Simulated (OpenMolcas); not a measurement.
**Ru4+: effect of the active space**

| Property | Result |
| --- | --- |
| Program | OpenMolcas 26.06 |
| Method | MS-CASPT2, IPEA 0.25 Eh, imaginary shift 0.1 Eh |
| Basis | ANO-RCC-VTZP |
| Scalar Hamiltonian | DKH2, point nucleus |
| Spin-orbit coupling | state interaction with AMFI integrals over the reference wave functions, term energies averaged over their components |

A. 4 electrons in 5 orbitals (4d); 2S+1 = 5 even, 5 roots; 2S+1 = 3 even, 45 roots; 2S+1 = 1 even, 50 roots; closed shells correlated: 4s 4p; CASPT2 step roughly 23 core-seconds
B. 4 electrons in 10 orbitals (4d 5d); 2S+1 = 5 even, 5 roots; 2S+1 = 3 even, 45 roots; 2S+1 = 1 even, 49 roots; closed shells correlated: 4s 4p; CASPT2 step about 17 core-minutes

Energies in cm-1 above 4d4 5D0.

```tsv
Level	A	B
4d4 5D0	0.0	0.0
4d4 5D1	489	488
4d4 5D2	1306	1308
4d4 5D3	2320	2330
4d4 5D4	3470	3500
4d4 3P0(1)	16730	16690
4d4 3H4	18170	18150
4d4 3P1(1)	19150	19110
4d4 3H5	19340	19340
4d4 3H6	20310	20350
4d4 3F3(1) [61 %]	20430	20410
4d4 3F2(1)	20750	20720
4d4 3F4(1) [67 %]	21230	21230
4d4 3P2(1)	22400	22390
4d4 3G3 [61 %]	23430	23410
4d4 3G4 [71 %]	23920	23920
4d4 3G5	24670	24720
4d4 3D3	27770	27760
4d4 3D2	28160	28140
4d4 3D1	28650	28610
4d4 1I6	28990	29100
4d4 1G4(1)	30660	30730
4d4 1D2(1)	35520	35600
4d4 1F3	39000	39130
```

The spin-orbit steps hold different terms of 4d4 (B lacks a 1S), which shifts levels as well.

Between A and B the level of the table that moves most is 4d4 1F3, by 130 cm-1 (lowest in A, highest in B). Moves below CASPT2's spread within the term are not significant.

CASPT2 does not keep the components of a term degenerate, so their means are used; among the terms shown or strongly mixed into the levels shown the widest spread is 1300 cm-1 (4d4 1I, A). The CASPT2 spread within a term exceeds the gap to the next term for 4d4 3D and 4d4 1I, 4d4 1I and 4d4 1G(1), so the order of their levels is uncertain. Active for correlation alone: 5d; no level in the range computed is led by a configuration that fills it, so any true level of that kind is missing (holds for B). Levels of configurations outside the active space are missing. The table leaves out levels that lie high or whose names do not pair safely across all columns.

A share in square brackets marks a mixed level and gives the weight of the term that names it, the lowest over the columns. A number in round brackets counts repeated terms of one configuration in the order of the reference energies.
